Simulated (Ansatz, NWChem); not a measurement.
# Ligand exchange: InH2I + SiH3I → SiH3(InH2) + I2

Species: InH2I `[InH2][I]`, singlet; SiH3I `[SiH3]I`, singlet; SiH3(InH2), singlet; I2 (iodine), singlet. The partners trade I for SiH3: In–I and I–SiH3 bonds give way to In–SiH3 and I–I.

Shapes, held fixed at every level: PBE0-D4/def2-TZVP. Programs: Ansatz 0.2.0. Electronic energies: no zero-point or thermal term.

Q: Estimate ΔE of this reaction.

A: The highest level, CCSD(T)/def2-TZVPP, gives ΔE = +213.8 kJ/mol; the levels span +197.8 to +235.7. The column of differences is taken from that level and isn't an error. No measured value is set beside it here. For atoms past krypton def2 sets carry core potentials with scalar relativity. Correlated rows may include outer-core shells of I, In, which these sets cover unevenly.

```json
{"level": "HF/def2-TZVPP", "kind": "Hartree–Fock", "ΔE (kJ/mol)": "+235.7", "less CCSD(T)/def2-TZVPP": "+21.9"}
{"level": "B3LYP-D4/def2-TZVPP", "kind": "global hybrid", "ΔE (kJ/mol)": "+197.8", "less CCSD(T)/def2-TZVPP": "-16.0"}
{"level": "wB97M-V/def2-TZVPP", "kind": "range-separated hybrid", "ΔE (kJ/mol)": "+209.7", "less CCSD(T)/def2-TZVPP": "-4.1"}
{"level": "wB97X-V/def2-TZVPP", "kind": "range-separated hybrid", "ΔE (kJ/mol)": "+209.8", "less CCSD(T)/def2-TZVPP": "-4.0"}
{"level": "B2PLYP/def2-TZVPP", "kind": "double hybrid", "ΔE (kJ/mol)": "+211.4", "less CCSD(T)/def2-TZVPP": "-2.4"}
{"level": "MP2/def2-SVP", "kind": "perturbation theory", "ΔE (kJ/mol)": "+233.4", "less CCSD(T)/def2-TZVPP": "+19.6"}
{"level": "MP2/def2-TZVPP", "kind": "perturbation theory", "ΔE (kJ/mol)": "+230.9", "less CCSD(T)/def2-TZVPP": "+17.1"}
{"level": "CCSD(T)/def2-TZVPP", "kind": "coupled cluster or CI", "ΔE (kJ/mol)": "+213.8", "less CCSD(T)/def2-TZVPP": "0.0"}
```
